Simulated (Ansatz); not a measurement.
Isolated molecules relaxed with PBE0-D4/def2-TZVP in Ansatz; ΔE leaves out vibrations. CCSD(T)/CBS adds triple-zeta CCSD(T) − MP2 to the extrapolated MP2 energy (def2 sets, frozen cores). Functionals use def2-TZVPP. Each species was taken in one conformer, which may not be the lowest.

`C=CCB(C)F` → `BC/C=C(/C)F`  (isomerisation)

`C=CCB(C)F`:

```xyz
14

C     0.706    2.091   -0.433
C    -0.374    1.458    0.011
C    -0.904    0.166   -0.532
B    -0.547   -0.947    0.525
C     0.645   -1.942    0.388
F    -1.312   -1.005    1.619
H     1.052    3.008    0.028
H     1.274    1.718   -1.280
H    -0.909    1.869    0.865
H    -0.454   -0.046   -1.505
H    -1.991    0.231   -0.651
H     0.380   -2.709   -0.351
H     1.535   -1.443   -0.007
H     0.898   -2.450    1.320
```

`BC/C=C(/C)F`:

Cartesian coordinates in Å:
```
B -1.280 0.325 1.259
C -1.185 -1.163 0.787
C 0.143 -0.647 0.327
C 0.328 0.084 -0.783
C 1.567 0.754 -1.229
F -0.669 0.216 -1.662
H -1.835 1.125 0.568
H -0.799 0.660 2.303
H -1.072 -1.938 1.540
H -1.836 -1.464 -0.029
H 1.000 -0.744 0.981
H 1.894 0.339 -2.187
H 1.382 1.821 -1.381
H 2.361 0.631 -0.495
```

| level | ΔE (kJ/mol) |
| --- | --- |
| PBE0 | 235.6 |
| SCS-MP2/def2-TZVPP | 249.8 |
| MP2/def2-QZVPP | 248.2 |
| CCSD/CBS(def2) | 257.7 |

(1) What does CCSD(T)/CBS give? (An estimate is asked.)

Largest T1 diagnostic among the species: 0.012.

## Answers

(1) Computed: +251.7 kJ/mol. The listed levels differ from it by -16.1, -1.9, -3.5, 6.0 kJ/mol.

From PBE to PBE0 (25 % exact exchange), in def2-TZVPP and without D4, ΔE moves by +7.4 kJ/mol. In def2-TZVPP, CCSD(T) changes the Hartree–Fock value by −23.0 kJ/mol (the triples alone add −6.0 kJ/mol) and MP2 by −25.6 kJ/mol.
